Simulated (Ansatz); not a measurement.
Stretching the Se1–Se2 bond in Se2 (multiplicity 3 held). Energies count from the point at 2.188 Å.


Restricted levels (R-, RO-) in cc, def2 and unpolarised 6-31G sets keep to the state of the molecule at rest. U- levels take the lowest unrestricted solution at each point, which mixes spins at long bonds. Curves can end on different states.

Run with Ansatz (Gaussian basis) for Hartree–Fock, density functionals and correlated methods. Values without a source in brackets are computed.

Problem. One of these levels gives 373.1 kJ/mol for the energy at R = 8.753 Å. Name it.
A. RO-PBE/cc-pVTZ
B. U-wB97X-V/cc-pVTZ
C. RO-HF/cc-pVTZ
D. RO-wB97X-V/cc-pVTZ

Solution. B, U-wB97X-V/cc-pVTZ. The others give 664.0 (RO-HF/cc-pVTZ), 526.9 (RO-PBE/cc-pVTZ), 972.4 (RO-wB97X-V/cc-pVTZ)

Doubts at one or more of the structures used: a restricted determinant that unrestricted orbitals would lower (RO-HF/cc-pVTZ, RO-PBE/cc-pVTZ, RO-wB97X-V/cc-pVTZ); a spin-contaminated determinant (U-wB97X-V/cc-pVTZ).

Ansatz is a program for electronic structure.
